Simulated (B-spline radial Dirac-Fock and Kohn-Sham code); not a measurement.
## Ta⁷⁺: M5-N45N45 lines in intermediate coupling

System: the Ta⁷⁺ ion, [Kr] 4d10 4f13 5s2 5p5.

Model: multi-electron Dirac-Fock with separately optimised hole states, Breit and Lamb-shift corrections added in first order. Program: a radial finite-basis atomic code. The two-hole levels come from diagonalising the Coulomb interaction among the jj configurations; intensities are independent-particle Coulomb rates. Kinetic energies are from the vacuum level. Correlation and solid-state effects are left out. Open outer shells are spectators and are not coupled to the holes.

| kinetic energy (eV) | J | leading jj holes (weight) | leading LS term (weight) | intensity (%) |
| --- | --- | --- | --- | --- |
| 1094.9 | 0 | N4N4 (0.95) | ¹S0 (0.63) | 0.7 |
| 1103.7 | 2 | N4N4 (0.97) | ³F2 (0.51) | 1.0 |
| 1111.8 | 4 | N4N5 (0.98) | ¹G4 (0.91) | 22.2 |
| 1112.6 | 1 | N4N5 (1.00) | ³P1 (1.00) | 6.2 |
| 1114.2 | 2 | N4N5 (0.96) | ³P2 (0.51) | 9.5 |
| 1117.3 | 3 | N4N5 (1.00) | ³F3 (1.00) | 10.3 |
| 1119.1 | 0 | N5N5 (0.95) | ³P0 (0.63) | 5.1 |
| 1125.1 | 2 | N5N5 (0.99) | ¹D2 (0.50) | 18.9 |
| 1128.2 | 4 | N5N5 (0.98) | ³F4 (0.91) | 26.2 |

The strongest line, by its leading LS label ³F4, lies at 1128.2 eV. The mean weight of the leading component is 0.97 in jj and 0.73 in LS coupling, so jj labels describe these levels better.

Run: 50 s of CPU time on 1 thread of Intel(R) Xeon(R) Platinum 8375C CPU @ 2.90GHz (shared host), peak memory 0.52 GiB.

Values without a named source are computed, but for edge energies of neutral atoms, which are taken from tables.
